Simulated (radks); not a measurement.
Results of a calculation; reference values are marked as such.
Effect of the nuclear size on neutral nickel, [Ar] 3d8 4s2. Code: a radial shooting solver on a logarithmic mesh with Libxc functionals. Model: Dirac Kohn-Sham, PBE, spin-unpolarised, spherical densities, finite nucleus; open shells are shared between the two j in proportion to 2j + 1; Fermi nuclear charge, rms radius 3.7757 fm. The rms radius is varied about that value; shifts are against it.

| rms radius (fm) | total energy shift (eV) | density at nucleus (e/bohr^3) | 1s1/2 shift (meV) | 2s1/2 shift (meV) | 2p1/2 shift (meV) | 3s1/2 shift (meV) |
|---|---|---|---|---|---|---|
| 3.3264 | -0.0354 | 1.974e+04 | -15.0 | -1.40 | 0.134 | -0.199 |
| 3.4321 | -0.0275 | 1.971e+04 | -11.7 | -1.08 | 0.104 | -0.154 |
| 3.7757 | 0 | 1.961e+04 | 0.000 | 0.000 | 0.000 | 0.000 |
| 3.9343 | 0.0135 | 1.957e+04 | 5.74 | 0.533 | -0.051 | 0.076 |
| 4.595 | 0.0755 | 1.943e+04 | 32.0 | 2.98 | -0.285 | 0.425 |

Slopes of the eigenvalues against <r^2> in GHz/fm^2, as finite differences over the two radii next to the reference (eigenvalue slopes, not the field-shift constants of lines): 1s1/2 1140, 2s1/2 106, 2p1/2 -10.1, 3s1/2 15.1.
